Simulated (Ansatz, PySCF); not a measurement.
Species: Si2H4, net charge 0, singlet state. SMILES: [SiH][SiH3]
Structure (B3LYP-D3(BJ)/def2-TZVP (Ansatz, a program for electronic structure) minimum search):
```
Si
H 1 1.4846
H 1 1.4893 2 107.80
H 1 1.4893 2 107.80 3 -116.32
Si 1 2.3971 2 114.30 3 121.84
H 5 1.5236 1 88.28 2 -180.00
```

Quantity: atomisation energy (electronic, to ground-state atoms), in kcal/mol. Cores are frozen in the correlated levels unless marked. UHF or UKS for open shells. No spin-orbit coupling. Non-relativistic. The coupled-cluster limit lacks core correlation, which all-electron functionals hold. Basis-set limits of correlation are two-point, X^-3; Hartree-Fock from the larger set.

| level | program | atomisation energy (kcal/mol) |
|---|---|---|
| HF/def2-SVPD | Ansatz | 270.1 |
| HF/cc-pV(T+d)Z | Ansatz | 271.9 |
| PBE-D3(BJ)/def2-TZVPD | Ansatz + dftd3 | 359.7 |
| revPBE-D4/def2-TZVPD | Ansatz + dftd4 | 356.3 |
| BP86-D3(BJ)/def2-TZVPD | PySCF + dftd3 | 373.6 |
| BP86/def2-TZVPD | PySCF | 368.9 |
| PBE0-D3(BJ)/def2-TZVP | Ansatz + dftd3 | 358.8 |

### Question
What does CCSD(T)/CBS(cc-pV(T+d)Z,cc-pV(Q+d)Z) (Ansatz) give?

### Answer
367.0 kcal/mol
